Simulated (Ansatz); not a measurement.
Reaction (redistribution): `COBCN` + `[TeH][Al]1[CH2][O]1` → `NCB[TeH]` + `C[O][Al]1[CH2][O]1`

Gas-phase electronic energies from Ansatz, PBE0-D4/def2-TZVP geometries. CCSD(T)/CBS adds triple-zeta CCSD(T) − MP2 to the extrapolated MP2 energy (def2 sets, frozen cores). def2 core potentials past Kr. For Te outer-core shells are correlated without core-valence functions, which leaves a few kJ/mol of doubt a bond. Each species was taken in one conformer, which may not be the lowest.

```json
{"species": "`COBCN`", "CCSD(T)/def2-TZVPP energy (Eh)": "-235.49274"}
{"species": "`[TeH][Al]1[CH2][O]1`", "CCSD(T)/def2-TZVPP energy (Eh)": "-624.41973"}
{"species": "`NCB[TeH]`", "CCSD(T)/def2-TZVPP energy (Eh)": "-388.53889"}
{"species": "`C[O][Al]1[CH2][O]1`", "CCSD(T)/def2-TZVPP energy (Eh)": "-471.34683"}
```

Question: Work out ΔE.

Answer: ΔE = (-388.53889) + (-471.34683) − (-235.49274) − (-624.41973) = 0.02675 Eh = +70.2 kJ/mol. CCSD(T)/CBS gives +69.3 kJ/mol.

Largest T1 diagnostic among the species: 0.014.

In def2-TZVPP, CCSD(T) changes the Hartree–Fock value by −5.7 kJ/mol (the triples alone add +0.4 kJ/mol) and MP2 by −9.4 kJ/mol. The D4 term adds −3.0 kJ/mol with B3LYP and −1.4 kJ/mol with PBE0; it sums over pairs of atoms, weighted by their polarisabilities, and B3LYP, whose exchange is more repulsive, gets the larger term.

B3LYP here is the variant with VWN-RPA as its local correlation; programs differ in this.
